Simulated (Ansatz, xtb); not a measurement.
**Two isomers of BClH3NO2**

We compare a, `NOB(O)Cl`, a singlet, with b, `ONB(O)Cl`, a singlet. Both are isolated molecules in the gas phase, relaxed with r2SCAN-D4/def2-SVP; the shapes shown needn't be the lowest conformers.

a (Å):

```yaml
atoms:
  - { symbol: B, position_ang: [-0.3928, 1.8499, -0.6439] }
  - { symbol: Cl, position_ang: [0.8626, 2.3466, -1.7953] }
  - { symbol: N, position_ang: [-1.8587, 1.2034, -2.4520] }
  - { symbol: O, position_ang: [-1.5305, 1.2298, -1.0537] }
  - { symbol: O, position_ang: [-0.1795, 2.0495, 0.6758] }
  - { symbol: H, position_ang: [-2.5359, 0.4373, -2.4876] }
  - { symbol: H, position_ang: [-1.0182, 0.8369, -2.9162] }
  - { symbol: H, position_ang: [-0.9376, 1.7606, 1.2024] }
```

b (Å):

```xyz
8

B     0.7633    0.8991   -1.6550
Cl    0.6263   -0.6121   -0.6971
N     1.5310    1.9327   -1.0941
O     1.5626    3.2049   -1.6697
O     0.1963    1.0231   -2.8800
H     2.2769    3.1623   -2.3242
H     1.9024    1.9285   -0.1497
H    -0.2883    0.2328   -3.1444
```

Quicker runs give these differences E(b) − E(a): GFN2-xTB +0.160 eV; HF/STO-3G +0.359 eV (at GFN2-xTB geometries); r2SCAN-D4/def2-SVP//GFN2-xTB +0.225 eV.

Task: Estimate E(b) − E(a) at the level CCSD(T)/def2-SVP + ΔMP2/def2-TZVPP.

Result: Calculated at CCSD(T)/def2-SVP + ΔMP2/def2-TZVPP: E(b) − E(a) = +0.223 eV, so structure a lies lower.

How the difference moves with the method:

| level | geometry | E(b) − E(a) (eV) | departure from the last row (eV) | job, with rough time for the two |
| --- | --- | --- | --- | --- |
| GFN2-xTB | GFN2-xTB | +0.160 | −0.063 | optimisation, 0.25 s |
| HF/STO-3G | GFN2-xTB | +0.359 | +0.136 | single point, 0.28 s |
| r2SCAN-D4/def2-SVP//GFN2-xTB | GFN2-xTB | +0.225 | +0.003 | single point, 2.3 s |
| r2SCAN-D4/def2-SVP | r2SCAN-D4/def2-SVP | +0.213 | −0.009 | optimisation, 90 s |
| HF/def2-SVP | r2SCAN-D4/def2-SVP | +0.206 | −0.016 | part of the CCSD(T) run |
| MP2/def2-SVP | r2SCAN-D4/def2-SVP | +0.231 | +0.009 | part of the CCSD(T) run |
| CCSD(T)/def2-SVP | r2SCAN-D4/def2-SVP | +0.256 | +0.033 | single point |
| CCSD(T)/def2-SVP + ΔMP2/def2-TZVPP | r2SCAN-D4/def2-SVP | +0.223 |  | single point, 22 s |

As drawn, b has 1 B–N, 1 O–H in place of 1 B–O, 1 N–H.

The levels shown agree on the order. The largest departure from CCSD(T)/def2-SVP + ΔMP2/def2-TZVPP is that of HF/STO-3G, 0.136 eV. The last row adds to CCSD(T) the change of the MP2 difference between the two basis sets, here −0.033 eV.

With harmonic frequencies from r2SCAN-D4/def2-SVP (ideal gas, rigid rotor, one conformer each, 298.15 K, 1 atm): the zero-point term adds −0.013 eV; ΔH is +0.211 and ΔG +0.222 eV.

The correlated steps freeze 9 core orbitals. Run with Ansatz 0.2.0, xtb 6.7.1; the last row on 1 thread of Intel(R) Xeon(R) 6975P-C (Granite Rapids) on a shared host.
